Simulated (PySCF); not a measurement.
# Trend along the fourth-period p block: MLi molecules

MP2 with triple-zeta basis sets in PySCF, for the lowest determinant that a PBE0 search found; no spin–orbit coupling. De refers to high-spin ground-configuration atoms.

```json
{"M": "As", "basis": "pcseg-2", "reference, frozen orbitals": "UHF, 9", "state (unpaired electrons)": "triplet (π ↑↑)", "Re (Å)": "2.415", "ωe (cm⁻¹)": "446", "De (eV)": "1.44"}
{"M": "Se", "basis": "x2c-TZVPPall", "reference, frozen orbitals": "UHF, 9", "state (unpaired electrons)": "doublet (π ↑)", "Re (Å)": "2.281", "ωe (cm⁻¹)": "515", "De (eV)": "2.74"}
{"M": "Br", "basis": "x2c-TZVPPall", "reference, frozen orbitals": "RHF, 9", "state (unpaired electrons)": "singlet (closed shell)", "Re (Å)": "2.181", "ωe (cm⁻¹)": "563", "De (eV)": "4.30"}
```

The shortest bond is that of LiBr (2.181 Å), the longest that of LiAs (2.415 Å). LiBr is bound most strongly (4.30 eV) and LiAs least (1.44 eV).

The rows differ in basis set, which adds steps of its own.

The state changes along the series, so neighbouring rows are not always alike in their bonding.

Correlated steps freeze 9 core orbitals. Where the molecule has an RHF reference, its open-shell atoms are computed with UHF. States were picked by a PBE0 search and need not be the measured ground states.
